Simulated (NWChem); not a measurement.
System: GeSiH5OCl; SMILES [SiH3][O][GeH2][Cl]

```xyz
9

Si    -0.4347     2.3537     0.0011
O      0.7189     1.1521     0.0695
Ge     0.7629    -0.6050    -0.0021
Cl    -1.2825    -1.3098    -0.0308
H     -1.2197     2.2711    -1.2676
H      0.2902     3.6547     0.0508
H     -1.3721     2.2629     1.1602
H      1.4301    -1.1245     1.2750
H      1.4274    -1.0302    -1.3158
```
Atoms are numbered in this order, from 1.

Level: PBE0/def2-SVP (NWChem), optimised geometry, unscaled harmonic frequencies. 

Q: List the harmonic frequencies with IR intensities, and the thermochemistry.

A: 
```json
[
 {"frequency (cm⁻¹)": "24", "IR intensity (km/mol)": "3.9"},
 {"frequency (cm⁻¹)": "70", "IR intensity (km/mol)": "1.7"},
 {"frequency (cm⁻¹)": "80", "IR intensity (km/mol)": "0.5"},
 {"frequency (cm⁻¹)": "224", "IR intensity (km/mol)": "9.1"},
 {"frequency (cm⁻¹)": "425", "IR intensity (km/mol)": "45.3"},
 {"frequency (cm⁻¹)": "528", "IR intensity (km/mol)": "14.6"},
 {"frequency (cm⁻¹)": "553", "IR intensity (km/mol)": "31.7"},
 {"frequency (cm⁻¹)": "659", "IR intensity (km/mol)": "5.4"},
 {"frequency (cm⁻¹)": "722", "IR intensity (km/mol)": "59.9"},
 {"frequency (cm⁻¹)": "733", "IR intensity (km/mol)": "36.2"},
 {"frequency (cm⁻¹)": "797", "IR intensity (km/mol)": "270.9"},
 {"frequency (cm⁻¹)": "864", "IR intensity (km/mol)": "192.4"},
 {"frequency (cm⁻¹)": "949", "IR intensity (km/mol)": "76.7"},
 {"frequency (cm⁻¹)": "953", "IR intensity (km/mol)": "85.0"},
 {"frequency (cm⁻¹)": "990", "IR intensity (km/mol)": "364.9"},
 {"frequency (cm⁻¹)": "1028", "IR intensity (km/mol)": "172.7"},
 {"frequency (cm⁻¹)": "2194", "IR intensity (km/mol)": "74.4"},
 {"frequency (cm⁻¹)": "2203", "IR intensity (km/mol)": "98.0"},
 {"frequency (cm⁻¹)": "2236", "IR intensity (km/mol)": "106.5"},
 {"frequency (cm⁻¹)": "2239", "IR intensity (km/mol)": "111.5"},
 {"frequency (cm⁻¹)": "2257", "IR intensity (km/mol)": "126.4"}
]
```

zero-point energy: 29.6 kcal/mol
thermal correction to the enthalpy at 298.15 K (with zero-point energy): 34.7 kcal/mol
heat capacity Cv: 22.7 cal/(mol K)
entropy at 298.15 K and 1 atm (symmetry number 1): 89.0 cal/(mol K)
dipole moment: 1.30 D

Rigid rotor and harmonic oscillator; modes under 100 cm⁻¹ make the entropy uncertain.
